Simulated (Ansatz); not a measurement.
A nudged elastic band was laid between two geometries of Cl2FH2NTi + ClH (9 atoms, charge 0, multiplicity 1).

Method: RKS PBE/def2-SVP in Ansatz.

| Property | Result |
| --- | --- |
| movable images | 5 |
| climbing image | yes |
| spring | 5.0 eV/Å² |
| optimiser | quadratic models (default) |
| start path | through a guess of the saddle point |
| force threshold | 0.05 eV/Å |
| iteration limit | 60 |
| end points | relaxed |

Initial state:

```xyz
9
Properties=species:S:1:pos:R:3
Ti -0.124 -0.246 -0.003
N 0.061 0.072 1.843
H -0.746 0.188 2.472
H 0.877 -0.255 2.379
F 1.486 -0.353 -0.650
Cl -1.322 1.386 -0.842
Cl -1.175 -2.157 -0.287
Cl 1.283 3.046 2.180
H 0.685 1.886 1.956
```

Final state:

```xyz
9
Properties=species:S:1:pos:R:3
Ti 0.483 0.301 0.012
N -0.323 0.508 2.179
H -1.271 0.118 2.266
H 0.279 0.012 2.852
F 1.090 0.146 -1.619
Cl -1.321 1.521 -0.448
Cl 0.207 -1.866 0.440
Cl 2.248 1.331 0.896
H -0.366 1.495 2.471
```

Task: What changes between the two ends?

Result: Bonds broken: Cl8–H9. Bonds formed: Ti1–Cl8, N2–H9. Cl2FH2NTi + ClH becomes Cl3FH3NTi.

Task: Give the energies along the band, and the barrier.

Result: The run converged. The highest image is number 2 of 0 to 6, 0.102 eV above the first end and 1.469 eV above the last; the last end lies 1.366 eV below the first. A vibrational analysis at the climbing image gives one clearly imaginary mode, 228i cm⁻¹: a first-order saddle point. The orbitals stay closed-shell, which can raise the energy where a bond breaks towards radicals; this wasn't checked here.

| image | path coordinate (Å) | energy (eV) | Cl8–H9 (Å) | Ti1–Cl8 (Å) | N2–H9 (Å) |
| --- | --- | --- | --- | --- | --- |
| 0 | 0.00 | 0.000 | 1.33 | 4.19 | 1.92 |
| 1 | 0.76 | 0.008 | 1.33 | 3.74 | 1.89 |
| 2 | 1.51 | 0.102 | 1.43 | 3.02 | 1.51 |
| 3 | 2.41 | -0.887 | 2.04 | 2.43 | 1.05 |
| 4 | 3.30 | -1.170 | 2.54 | 2.28 | 1.03 |
| 5 | 4.20 | -1.272 | 2.74 | 2.25 | 1.03 |
| 6 | 5.09 | -1.366 | 3.06 | 2.23 | 1.03 |

Task: What is the geometry of the highest image?

Result: 
```xyz
9
Properties=species:S:1:pos:R:3
Ti 0.001 0.098 0.138
N 0.042 0.150 2.094
H -0.859 0.173 2.593
H 0.686 -0.480 2.593
F 1.560 -0.051 -0.612
Cl -1.480 1.452 -0.738
Cl -0.877 -1.885 -0.223
Cl 1.269 2.599 1.245
H 0.685 1.511 1.960
```

Task: What are the harmonic wavenumbers there?

Result: 228i, 71, 84, 126, 137, 161, 175, 208, 226, 414, 451, 555, 568, 601, 782, 887, 990, 1437, 1443, 3410, 3512 cm⁻¹.

Time of the run: 2.5 min on 4 threads of Arm Neoverse V1, on a shared host, peak memory 0.23 GiB.
